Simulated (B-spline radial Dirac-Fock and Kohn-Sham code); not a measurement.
## Binding energies of Dy⁺ in different valence configurations

Level of theory: Dirac-Fock energy differences between relaxed states, corrected for Breit and QED terms; a radial finite-basis atomic code. Electron correlation is not included.

Reference: the tabulated ground configuration [Xe] 4f10 6s1, with 1s 53794.9 eV, 2p1/2 8590.1 eV, 3p3/2 1687.5 eV, 3d3/2 1340.5 eV, 5p1/2 39.55 eV, 5p3/2 34.87 eV, Kα1 45995.8 eV, Kβ1 52107.4 eV, Lα1 6494.1 eV, Lβ2 7628.7 eV.

Task: One of these configurations gives the following shifts from the reference, in eV: average energy +1.15, 1s +7.88, 2p1/2 +8.50, 3p3/2 +9.78, 3d3/2 +9.58, 5p1/2 +3.87, 5p3/2 +3.55, Kα1 -0.71, Kβ1 -1.90, Lα1 -1.03, Lβ2 +0.54. Which?
A. [Xe] 4f9 5d1 6s1
B. [Xe] 4f11
C. [Xe] 4f9 6s2
D. [Xe] 4f10 6p1

Result: A. The others give [Xe] 4f11: 1s -9.20; [Xe] 4f10 6p1: 1s +1.37; [Xe] 4f9 6s2: 1s +10.83.

Values without a named source are computed, but for edge energies of neutral atoms, which are taken from tables.
